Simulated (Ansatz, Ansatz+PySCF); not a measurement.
```tsv
atom	x (Å)	y (Å)	z (Å)
C	0.0000	0.0000	-0.5163
C	0.0000	0.0000	0.8877
H	0.0000	-1.0240	-1.1142
H	0.0000	1.0240	-1.1142
```

Basis set: def2-SVP (spherical functions). Correlated methods keep 2 orbitals frozen. Charge 0, multiplicity 1.

Computed with Ansatz (development build ahead of 0.2.0); each method stands on the lowest determinant of its kind that the runs found. Restricted open shells among the atoms or ions are ROHF, correlated in semicanonical orbitals with singles.

Question: Give the atomization energy at this shape (free ground-state atoms in the same class of orbitals less the molecule, no zero-point energy) of singlet C₂H₂ by RHF-CCSD(T), UHF-CCSD(T), RHF-MP2, UHF-MP2, UHF, RHF.

Answer:

```tsv
method	atomization energy
RHF-CCSD(T)	14.43 eV
UHF-CCSD(T)	14.41 eV
RHF-MP2	14.38 eV
UHF-MP2	13.90 eV
UHF	10.69 eV
RHF	10.84 eV
```

Caution: the shape is not the minimum. Caution for UHF-CCSD(T), UHF-MP2, UHF: the determinant breaks the point group; the unrestricted determinant is spin contaminated. Caution for UHF-MP2: another reference gives a lower total.
